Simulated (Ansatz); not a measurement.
Geometry optimisation, Ansatz 0.2.0, RKS B3LYP/def2-SVP.

The input (input.yaml):

```yaml
crystal:
  periodic: [false, false, false]
  atoms:
    - { symbol: B, position_ang: [-0.4017, -1.7739, 1.7816] }
    - { symbol: C, position_ang: [-0.1257, -0.5044, 0.8584] }
    - { symbol: "N", position_ang: [0.9271, 0.3726, 1.1999] }
    - { symbol: "N", position_ang: [-0.7761, -0.294, -0.2053] }
    - { symbol: C, position_ang: [-0.6828, 0.7742, -1.1826] }
    - { symbol: "N", position_ang: [0.5614, 0.6289, -1.9062] }
    - { symbol: H, position_ang: [-1.3123, -2.4542, 1.4958] }
    - { symbol: H, position_ang: [0.2273, -1.9206, 2.7348] }
    - { symbol: H, position_ang: [1.5328, 0.2014, 2.1118] }
    - { symbol: H, position_ang: [1.2125, 1.2104, 0.6692] }
    - { symbol: H, position_ang: [-1.5533, 0.7664, -1.8503] }
    - { symbol: H, position_ang: [-0.6725, 1.7697, -0.6237] }
    - { symbol: H, position_ang: [0.5953, 1.4384, -2.5904] }
    - { symbol: H, position_ang: [0.4551, -0.2441, -2.4642] }
basis:
  gaussian: { orbitals: def2-SVP }
hamiltonian:
  xc: b3lyp
relax:
  f_tol: 0.015
  max_steps: 40
```

Launched with:

```bash
$ ansatz run input.yaml --threads 2 --pin off --max-ram 3072MiB --backend cpu --events-out ev --progress --plain --runs-dir out
```

Task: Where does it end, and by what steps?

Result: It converged. After 35 steps the energy has fallen by 1.217 eV; H8 moved furthest, 2.11 Å. Joined: B1–N4.

```csv
step,energy less start (eV),largest force component (eV/Å),accepted
0,0.0000,3.204,yes
2,-0.6784,1.229,yes
4,-0.7800,0.251,yes
6,-0.7910,0.120,yes
8,-0.7922,0.060,yes
10,-0.7918,0.179,no
12,-0.7955,0.124,yes
14,-0.7978,0.082,yes
16,-0.7993,0.143,yes
18,-0.8025,0.287,yes
20,-0.8157,0.202,yes
22,-0.8408,0.610,yes
24,-0.8887,0.693,yes
26,-1.1168,0.707,yes
28,-1.2020,0.394,yes
30,-1.2146,0.140,yes
32,-1.2167,0.037,yes
34,-1.2169,0.025,no
35,-1.2170,0.004,yes
```

```xyz
14
Properties=species:S:1:pos:R:3
B -0.827 -1.302 1.443
C 0.475 -0.553 0.933
N 1.650 0.065 0.948
N -0.522 -0.467 0.109
C -0.847 0.514 -0.894
N 0.362 0.923 -1.611
H -0.939 -2.504 1.313
H -1.475 -0.746 2.314
H 2.323 -0.131 1.678
H 1.884 0.691 0.179
H -1.641 0.095 -1.542
H -1.275 1.415 -0.411
H 0.184 1.771 -2.150
H 0.634 0.201 -2.281
```

The run took 2.6 min on 2 threads of Arm Neoverse V1, with other jobs on the host, peak memory 0.3 GiB.
